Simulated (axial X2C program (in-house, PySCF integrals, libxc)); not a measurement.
## SrSe⁻: from the spin-free to the two-component result

All values were computed with an in-house relativistic program for diatomic molecules. Spin-free means the one-electron spin-free X2C Hamiltonian; two-component (2c) means X2C with spin–orbit coupling and atomic mean-field two-electron Coulomb and Gaunt terms, so the difference of the two also holds small scalar two-electron terms. Basis: Sr dyall-acv3z [14s13p9d6f1g], Se dyall-acv3z [9s10p7d5f1g] (cores contracted in-house); Gaussian nuclei, density fitting, unrestricted open shells. Masses: Sr 87.906 u, Se 79.917 u.

Spin-free state: M_S = 1/2, Λ = 0 (beyond evenly filled blocks: σα); fragments Sr + Se-.

```tsv
level	Re (Å)	ωe (cm⁻¹)	De (eV)	μ (D)
PBE0	2.659	240.6	2.537	-2.81
PW91	2.669	232.3	2.674	-2.39
```

Dipoles are positive if Se is the positive end and refer to the centre of mass.

Two-component determinant lowest at the distance of the search:

Ω = 1/2 (⟨Sz⟩ = 0.50, ⟨Lz⟩ = 0.00 at PBE0); fragments Sr + Se-.

| level | Re (Å) | ωe (cm⁻¹) | De (eV) | μ (D) |
| --- | --- | --- | --- | --- |
| PBE0 | 2.660 | 239.9 | 2.503 | -2.79 |
| PW91 | 2.670 | 231.5 | 2.636 | -2.37 |

(1) From the two tables, how do the constants change at the PBE0 level (2c against spin-free)?

One determinant describes the state; a PBE0 search over occupations chose it and may have missed a lower one. De is counted from the lowest determinant-based energies of the atoms at the same level, without counterpoise correction. Density functionals use the spin component along the axis (collinear). Without a current term, density functionals place determinants with orbital angular momentum somewhat too high. The highest occupied level of some functionals is positive through self-interaction error; at Hartree–Fock it is bound.

Results:

(1) At the PBE0 level Re increases by 0.001 Å and ωe drops by 0.7 cm⁻¹; De changes by -0.034 eV.
